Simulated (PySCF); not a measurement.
Run record: geometry optimisation, `C#C/C(=C/Cl)C(=O)O`.

Computed with PBE/def2-SVP geometry optimisation, gas phase (PySCF 2.14.0). Start geometry: GFN2-xTB. A driver script takes a list of jobs; this job's settings line and coordinates (Å) are shown.

Input:
```
{"job": {"xc": "PBE", "basis": "def2-SVP", "grid": 1, "kind": "geom"}, "charge": 0, "multiplicity": 1}
C      0.057573     2.639773    -0.010658
C      0.169741     1.446376    -0.065429
C      0.251777     0.031917    -0.120551
C      1.455310    -0.545226    -0.281324
Cl     1.770342    -2.209941    -0.367713
C     -1.058200    -0.658670     0.013616
O     -2.107087    -0.083203     0.150790
O     -0.976102    -1.993763    -0.033035
H     -0.036054     3.683548     0.036238
H      2.338797     0.072845    -0.367922
H     -1.860674    -2.380987     0.059946
```

Output:
```
step   0  E = -801.92455273  max force = 0.039531
step   1  E = -801.92976447  max force = 0.005262
step   2  E = -801.92908956  max force = 0.007714
step   3  E = -801.92975514  max force = 0.003217
step   4  E = -801.92986135  max force = 0.002169
step   5  E = -801.92989530  max force = 0.000513
step   6  E = -801.92990415  max force = 0.000919
step   7  E = -801.92990997  max force = 0.000458
step   8  E = -801.92990853  max force = 0.000278
optimisation converged
```

Energies in Eh; «max force» is the largest Cartesian gradient component in Eh/bohr.

Task: At which steps does the energy rise by more than 1e-5 Eh?

Result: At step 2 (+0.67 mEh).

Task: Give the first gradient maximum in eV/Å.

Result: With 1 Eh/bohr = 51.422 eV/Å, 2.033 eV/Å.

In short: final energy -801.92991 Eh after 8 steps; dipole 1.44 D.

Task: Where do the atoms end?

Result: 0.061 Å rms from the input after alignment:
```
atom  x, y, z in Å
C1     1.6090    1.5270   -1.0133
C2     1.6658    0.3041   -1.0542
C3     1.7443   -1.1227   -1.1046
C4     2.9831   -1.6827   -1.2795
Cl5    3.3938   -3.3436   -1.3739
C6     0.4280   -1.8346   -0.9501
O7    -0.6223   -1.2474   -0.7680
O8     0.5172   -3.1818   -1.0339
H9     1.5476    2.6058   -0.9763
H10    3.8574   -1.0200   -1.3736
H11   -0.4044   -3.5010   -0.9151
```

Hardware: Intel Xeon 6975P-C, one thread, no GPU (shared host). Cost: 55 s of wall time, 0.54 GiB resident at most.
Labels such as C1 count atoms from 1, the log's own numbers from 0.
